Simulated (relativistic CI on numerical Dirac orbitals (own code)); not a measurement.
Method of calculation: Dirac-Coulomb-Breit CI, KLI orbitals optimised for each configuration, a model potential for QED, unscaled Slater integrals (own radial code, finite nucleus).

The strongest absorption lines from the ground level of an ion, among the configurations computed and to levels below about 2470 eV (vacuum wavelength in nm, gf): 0.52475 (0.13), 1.7528 (1.4), 1.7623 (0.38), 1.8826 (0.38), 2.5119 (0.019), 3.0071 (0.39), 3.0587 (1.1), 3.1203 (0.58).

**Question.** Which ion is it?
A. Os59+
B. Os57+
C. Lu52+
D. Tl62+

**Answer.** B. Os57+ has 19 electrons and the ground level 3s2 3p6 3d 2D_3/2; the strongest line goes to 3s2 3p5 3d2 2D°_3/2. The pattern of lines fixes the number of electrons, and along that sequence the line energies rise steadily with the charge (about as its square where n changes within one kind of shell, about linearly where n is kept but much faster in heavy ions where fine structure, which grows about as Z⁴, sets the gap, and irregularly where shells cross), which fixes Z. Configurations outside the model, such as inner-shell arrays, can give stronger lines. At this charge energies of transitions that change n are usually good to better than 1 %, and those within a shell (Δn = 0) to a few per cent.

LS names give the leading component of a level, which can be under half, so a name can repeat, a term be missing and a line seem to break the LS rules.
